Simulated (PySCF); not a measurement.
Species: C7H5ClN (doublet state).
Cartesian coordinates in Å at the GFN2-xTB level; atoms count from 1:
```
atom  x, y, z in Å
N1    -2.645    1.192    1.424
C2    -2.183    0.519    0.624
C3    -1.557   -0.319   -0.373
C4    -0.088   -0.405   -0.105
C5     0.659   -1.480    0.191
C6     2.019   -1.031    0.360
C7     2.171    0.267    0.172
C8     0.787    0.825   -0.111
Cl9    0.712    1.686   -1.669
H10   -2.013   -1.311   -0.346
H11   -1.731    0.132   -1.356
H12    0.330   -2.497    0.291
H13    3.046    0.882    0.214
H14    0.491    1.539    0.662
```

The hyperfine couplings belong to this conformer and change with its torsions.

Identity: `N#CCC1=C[C]=C[C@H]1Cl` [radical].

Method used: PySCF 2.14.0, UKS B3LYP, pcH-1 on C Cl H N, non-relativistic, mean-field spin-orbit, GIAO. Isolated species at its GFN2-xTB geometry (one conformer only). The geometry wasn't refined by DFT: couplings that depend on bond lengths, twists or pyramidal angles can differ widely from those at the functional's own minimum. No stability test was run, so a lower SCF solution isn't excluded.

(1) What is the g tensor, term by term?

(2) At 9.678 GHz, how far is the centre of the isotropic spectrum from where a free electron (g = 2.002319) resonates?

(3) How much does each term add to the isotropic shift?

(4) In a frozen sample, at which fields do the three g values resonate at 9.5, 34, 94 and 263 GHz (hyperfine left aside), and which band first spreads them over more than twice a line width of 0.3 mT?

Answers

(1) 
```json
{"Δg (ppm)": "relativistic mass correction", "1": "-169", "2": "-169", "3": "-169"}
{"Δg (ppm)": "gauge correction", "1": "25", "2": "15", "3": "-30"}
{"Δg (ppm)": "orbital Zeeman/spin–orbit", "1": "-302", "2": "-40", "3": "803"}
{"Δg (ppm)": "total", "1": "-446", "2": "-194", "3": "603"}
```

So g = 2.00187, 2.00213, 2.00292 and g_iso = 2.00231; the tensor is rhombic: the two nearest values differ by 24 % of g3 − g1. Axes: g1 points within 10° of the C5–C6 bond.

(2) B = hν/(g μB) with μB/h = 13.99624 MHz/mT gives 345.34 mT for the free electron and 345.34 mT at g_iso, the same within 0.01 mT.

(3) The mass correction -169, the orbital-Zeeman/spin–orbit term 154 and the gauge correction 3 ppm, for a total of -12 ppm. The mass correction is the same along every axis, so the anisotropy comes from the other two: their spans along these axes are 56 (gauge) and 1105 ppm (orbital Zeeman/spin–orbit).

(4) 
```csv
band,GHz,B(g3) mT,B(g2) mT,B(g1) mT,spread mT
X,9.5,338.88,339.02,339.06,0.18
Q,34.0,1212.84,1213.32,1213.48,0.64
W,94.0,3353.14,3354.48,3354.90,1.76
J,263.0,9381.67,9385.40,9386.59,4.92
```

The spread grows in proportion to the frequency. Q band is the first where it exceeds 0.6 mT.

The largest Mulliken spin populations are on C6 (+1.01), C7 (-0.14) and C8 (+0.07). C6 is the only atom above +0.15. The positive populations add up to 1.17 and the negative ones to -0.17, together 2S = 1.

The HOMO–LUMO gaps are 4.88 eV among the α and 3.67 eV among the β orbitals.
